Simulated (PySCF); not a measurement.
Compound: C₇H₁₀Cl (doublet state).
Cartesian coordinates in Å at the GFN2-xTB level; atoms count from 1:
```xyz
18
C7H10Cl angstrom
C     -0.8369   -1.4249    0.6957
C     -0.5758   -0.0313    0.1104
C     -0.9731    1.0487    1.1289
C     -1.3808    0.1573   -1.1842
C      0.8386    0.0949   -0.1884
C      2.0191    0.2384   -0.4615
C      3.3418    0.3508   -0.7400
Cl     4.4561   -0.8549   -0.2458
H     -0.5464   -2.1962   -0.0141
H     -1.8940   -1.5414    0.9244
H     -0.2657   -1.5677    1.6101
H     -0.7806    2.0406    0.7266
H     -0.4023    0.9347    2.0476
H     -2.0324    0.9651    1.3625
H     -1.1062   -0.5990   -1.9161
H     -1.1855    1.1374   -1.6137
H     -2.4453    0.0715   -0.9759
H      3.7606    1.1821   -1.2782
```

The species is `CC(C)(C)C#C[CH]Cl` [radical].

The calculation used UKS B3LYP, pcH-1 on C Cl H, non-relativistic, mean-field spin-orbit, GIAO in PySCF. Isolated species at its GFN2-xTB geometry, gas phase. Couplings are sensitive to structure, and on GFN2-xTB geometries they can be far from those on DFT ones. No stability test was run, so a lower SCF solution isn't excluded.

Principal values of hyperfine tensors in MHz (contact, dipolar and spin–orbit terms together), for some of the nuclei:

```tsv
atom	isotope	A1	A2	A3
C7	13C	11.75	12.82	196.54
H18	1H	-81.35	-54.78	-23.71
C5	13C	0.93	10.45	116.20
C3	13C	27.32	27.36	34.24
C4	13C	20.06	20.11	25.53
C2	13C	-15.84	-14.67	-14.34
H14	1H	8.99	9.77	13.23
H17	1H	6.10	6.69	9.92
```

(1) Give the isotropic coupling of each nucleus in MHz and in mT (g = 2.0059), and the anisotropic part.

(2) What spin density at the nucleus of H18 lies behind its contact coupling (g_N = 5.58569)?

(3) C6 (13C, g_N = 1.40482) isn't in the table. Its spin density at the nucleus is -0.05585 bohr⁻³. What is its contact coupling?

(4) Which nucleus of the table has the largest anisotropic coupling, and what is its form?

(5) What first-order splitting does C5 cause when the field lies along A1, A2 or A3 of its tensor (g taken as isotropic, no quadrupole term)?

Results:

(1) a_iso is a third of the trace, T = A − a_iso, and a(mT) = a(MHz)/(g × 13.996). The tensors hold a spin–orbit part: the run splits a_iso into a_FC + a_SO, and T includes its anisotropic share.

| atom | a_iso (MHz) | a_FC | a_SO | a_iso (mT) | T1 | T2 | T3 |
| --- | --- | --- | --- | --- | --- | --- | --- |
| C7 | 73.71 | 73.27 | 0.43 | 2.625 | -61.95 | -60.88 | 122.84 |
| H18 | -53.28 | -53.39 | 0.11 | -1.898 | -28.07 | -1.50 | 29.57 |
| C5 | 42.52 | 42.46 | 0.07 | 1.515 | -41.59 | -32.08 | 73.67 |
| C3 | 29.64 | 29.64 | 0.00 | 1.056 | -2.32 | -2.28 | 4.60 |
| C4 | 21.90 | 21.90 | 0.00 | 0.780 | -1.84 | -1.79 | 3.63 |
| C2 | -14.95 | -14.96 | 0.01 | -0.533 | -0.89 | 0.28 | 0.61 |
| H14 | 10.66 | 10.66 | 0.00 | 0.380 | -1.67 | -0.89 | 2.57 |
| H17 | 7.57 | 7.57 | 0.00 | 0.270 | -1.47 | -0.88 | 2.35 |

(2) a_FC = 800.24 MHz bohr³ × g_N × ρ(0)/(2S). With a_FC = -53.39 MHz and 2S = 1, ρ(0) = -0.01194 bohr⁻³. In magnitude that is 3.8 % of the 1/π = 0.318 of a free hydrogen atom.

(3) By the same relation, a_FC = -62.8 MHz. Its full tensor has the principal values -82.07, -64.25, -41.89 MHz.

(4) C7: -62.0, -60.9, 122.8 MHz (the dipolar term alone has -62.1, -61.2, 123.3), axial, in the ratio −1:−1:+2, the form that spin in one p orbital centred on that nucleus gives.

(5) 2 lines (I = 1/2), spaced by |A_i|/(g × 13.996): 0.03, 0.37, 4.14 mT along the axes of A1, A2 and A3.
